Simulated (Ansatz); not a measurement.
Reaction (ligand exchange at the Si–N bond): `O[SiH](F)N[Si](O)(F)F` + H–F → `O[Si](F)(F)F` + `N[SiH](O)F`

Computed with Ansatz on PBE0-D4/def2-TZVP structures; ΔE is electronic, products minus reactants. CBS: MP2 limit from def2 TZ/QZ plus the TZ coupled-cluster correction, frozen cores. This one scheme is used for every species. DFT in def2-TZVPP. One conformer a species, not always the lowest.

```json
{"level": "ωB97X-V", "ΔE (kJ/mol)": "-67.8"}
{"level": "HF/def2-TZVPP", "ΔE (kJ/mol)": "-87.0"}
```

(1) What does CCSD(T)/CBS give? (Estimate.)

Largest T1 diagnostic among the species: 0.012.

## Answers

(1) Ansatz gave: -66.0 kJ/mol. The listed levels differ from it by -1.8, -21.0 kJ/mol.

In def2-TZVPP, CCSD(T) changes the Hartree–Fock value by +19.9 kJ/mol (the triples alone add +3.1 kJ/mol) and MP2 by +20.6 kJ/mol. The D4 term adds +14.6 kJ/mol with B3LYP and +8.3 kJ/mol with PBE0; it sums over pairs of atoms, weighted by their polarisabilities, and B3LYP, whose exchange is more repulsive, gets the larger term.

B3LYP here is the variant with VWN-RPA as its local correlation; programs differ in this.
